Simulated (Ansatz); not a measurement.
Geometry optimisation, UKS B3LYP-D4/def2-SVP (Ansatz 0.2.0).

input.yaml

```yaml
crystal:
  periodic: [false, false, false]
  atoms:
    - { symbol: S, position_ang: [-0.4258, 0.3142, -1.865] }
    - { symbol: C, position_ang: [0.1867, 0.5202, -0.1944] }
    - { symbol: B, position_ang: [1.0449, -0.7486, 0.2227] }
    - { symbol: C, position_ang: [-0.3245, -0.3858, 0.7865] }
    - { symbol: H, position_ang: [-1.5082, 1.2681, -1.633] }
    - { symbol: H, position_ang: [0.5599, 1.5187, 0.1731] }
    - { symbol: H, position_ang: [2.0754, -1.4178, 0.1894] }
    - { symbol: H, position_ang: [-1.1359, -1.0848, 0.4179] }
    - { symbol: H, position_ang: [-0.384, -0.0305, 1.8857] }
magnetization:
  spin_polarized: true
basis:
  gaussian: { orbitals: def2-SVP }
hamiltonian:
  xc: b3lyp
  dispersion: d4
relax:
  f_tol: 0.02
  max_steps: 50
```

Command:

```bash
$ ansatz run input.yaml --threads 2 --pin off --max-ram 3072MiB --backend cpu --events-out ev --progress --plain --runs-dir out
```

Where does it end, and by what steps?

It converged. After 18 steps the energy has fallen by 0.783 eV; H5 moved furthest, 1.10 Å. Joined: S1–B3 (2.77 → 2.06 Å).

```json
{"step": "0", "energy less start (eV)": "0.0000", "largest force component (eV/Å)": "3.432", "accepted": "yes"}
{"step": "1", "energy less start (eV)": "-0.4920", "largest force component (eV/Å)": "1.400", "accepted": "yes"}
{"step": "2", "energy less start (eV)": "-0.5942", "largest force component (eV/Å)": "0.345", "accepted": "yes"}
{"step": "3", "energy less start (eV)": "-0.6000", "largest force component (eV/Å)": "0.484", "accepted": "yes"}
{"step": "4", "energy less start (eV)": "-0.6126", "largest force component (eV/Å)": "0.100", "accepted": "yes"}
{"step": "5", "energy less start (eV)": "-0.6147", "largest force component (eV/Å)": "0.061", "accepted": "yes"}
{"step": "6", "energy less start (eV)": "-0.6168", "largest force component (eV/Å)": "0.091", "accepted": "yes"}
{"step": "7", "energy less start (eV)": "-0.6188", "largest force component (eV/Å)": "0.128", "accepted": "yes"}
{"step": "8", "energy less start (eV)": "-0.6229", "largest force component (eV/Å)": "0.306", "accepted": "yes"}
{"step": "9", "energy less start (eV)": "-0.6277", "largest force component (eV/Å)": "0.475", "accepted": "yes"}
{"step": "10", "energy less start (eV)": "-0.6308", "largest force component (eV/Å)": "0.729", "accepted": "yes"}
{"step": "11", "energy less start (eV)": "-0.6393", "largest force component (eV/Å)": "0.967", "accepted": "yes"}
{"step": "12", "energy less start (eV)": "-0.6747", "largest force component (eV/Å)": "0.485", "accepted": "yes"}
{"step": "13", "energy less start (eV)": "-0.7333", "largest force component (eV/Å)": "0.435", "accepted": "yes"}
{"step": "14", "energy less start (eV)": "-0.7363", "largest force component (eV/Å)": "0.570", "accepted": "yes"}
{"step": "15", "energy less start (eV)": "-0.7748", "largest force component (eV/Å)": "0.284", "accepted": "yes"}
{"step": "16", "energy less start (eV)": "-0.7814", "largest force component (eV/Å)": "0.084", "accepted": "yes"}
{"step": "17", "energy less start (eV)": "-0.7824", "largest force component (eV/Å)": "0.031", "accepted": "yes"}
{"step": "18", "energy less start (eV)": "-0.7825", "largest force component (eV/Å)": "0.009", "accepted": "yes"}
```

```xyz
9
Properties=species:S:1:pos:R:3
S 0.028 0.436 -1.672
C 0.314 0.780 0.086
B 0.804 -0.664 -0.113
C -0.419 -0.332 0.808
H -1.317 0.182 -1.692
H 0.591 1.790 0.394
H 1.770 -1.344 -0.290
H -1.477 -0.528 0.577
H -0.206 -0.366 1.886
```

Whether the end is a true minimum wasn't checked by a vibrational analysis.

Run time: 53 s on 2 threads of Arm Neoverse V1 (shared host), peak memory 0.22 GiB.
